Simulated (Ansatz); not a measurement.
```xyz
2

Li    0.0000    0.0000   -1.2409
F     0.0000    0.0000    0.4136
```

Basis set: 6-31G* (spherical functions). Left uncorrelated: 1 orbital. Charge 0, multiplicity 1.

Computed with Ansatz (development build ahead of 0.2.0); each method stands on the lowest determinant of its kind that the runs found. Restricted open shells among the atoms or ions are ROHF, correlated in semicanonical orbitals with singles.

The atomization energy at this shape (free ground-state atoms in the same class of orbitals less the molecule, no zero-point energy) of singlet LiF:

```json
{"method": "RHF-MP2", "atomization energy": "5.60 eV"}
```

**Question.** What does RHF give?

**Answer.** 3.77 eV.
